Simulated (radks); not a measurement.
Charge is removed step by step from the 1s up level of H, starting from 1s(up 1, down 0). Calculated with a radial shooting solver on a logarithmic mesh with Libxc functionals: scalar-relativistic Kohn-Sham, r2SCAN, spin-polarised, spherical densities, finite nucleus; meta-GGA in the generalised Kohn-Sham scheme; Gaussian nuclear charge, rms radius 0.8783 fm.

removed (e),E - E(0) (eV),eigenvalue (eV)
0,0.000,-8.026
0.1,0.862,-9.211
0.2,1.843,-10.417
0.3,2.945,-11.634
0.4,4.169,-12.847
0.5,5.514,-14.035
0.6,6.975,-15.167
0.7,8.544,-16.193
0.8,10.206,-17.010

The mean slope of the eigenvalue, de/dn, is 11.2 eV per electron.
